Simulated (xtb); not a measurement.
xtb input (GFN-FF):

```bash
xtb mol.xyz --gfnff --opt tight --chrg 0 --uhf 0
```
mol.xyz:
```
3

C     -0.00000000    -0.00000000    -1.28727519
C      0.00000000     0.00000000     0.00000000
C      0.00000000     0.00000000     1.28727519
```

End of the output:

```
         :::::::::::::::::::::::::::::::::::::::::::::::::::::
         ::                     SUMMARY                     ::
         :::::::::::::::::::::::::::::::::::::::::::::::::::::
         :: total energy              -0.748758126758 Eh    ::
         :: gradient norm              0.000017230455 Eh/a0 ::
         ::.................................................::
         :: bond energy               -0.804330498282 Eh    ::
         :: angle energy               0.000000000000 Eh    ::
         :: torsion energy             0.000000000000 Eh    ::
         :: repulsion energy           0.056471660402 Eh    ::
         :: electrostat energy        -0.000146692766 Eh    ::
         :: dispersion energy         -0.000752596111 Eh    ::
         :: HB energy                  0.000000000000 Eh    ::
         :: XB energy                  0.000000000000 Eh    ::
         :: bonded atm energy          0.000000000000 Eh    ::
         :: external energy            0.000000000000 Eh    ::
         :: add. restraining           0.000000000000 Eh    ::
         :: total charge              -0.000000000000 e     ::
         :::::::::::::::::::::::::::::::::::::::::::::::::::::

           -------------------------------------------------
          |                Property Printout                |
           -------------------------------------------------

molecular dipole:
                 x           y           z       tot (Debye)
 q only:       -0.000       0.000       0.000       0.000
           -------------------------------------------------
          |                Geometry Summary                 |
           -------------------------------------------------

      molecular mass/u    :       36.0322077
   center of mass at/Å    :        0.0000000      -0.0000000       0.0000000
  moments of inertia/u·Å² :        0.2559913E-33   0.3614206E+02   0.3614206E+02
rotational constants/cm⁻¹ :        0.6585235E+35   0.4664270E+00   0.4664270E+00

 * 2 selected distances

     #   Z          #   Z                                           value/Å
     1   6 C        2   6 C                                       1.2266104 (max)
     2   6 C        3   6 C                                       1.2266104

 * 1 distinct bonds (by element types)

   Z      Z             #   av. dist./Å        max./Å        min./Å
   6 C    6 C           2     1.2266104     1.2266104     1.2266104

optimized geometry written to: xtbopt.xyz

           -------------------------------------------------
          | TOTAL ENERGY               -0.748758126758 Eh   |
          | GRADIENT NORM               0.000017230455 Eh/α |
           -------------------------------------------------
########################################################################
[WARNING] Runtime exception occurred
-1- gfnff_setup: Could not read topology file.
########################################################################

------------------------------------------------------------------------
------------------------------------------------------------------------
 total:
 SCF:
 ANC optimizer:
Note: The following floating-point exceptions are signalling: IEEE_UNDERFLOW_FLAG IEEE_DENORMAL
normal termination of xtb
```
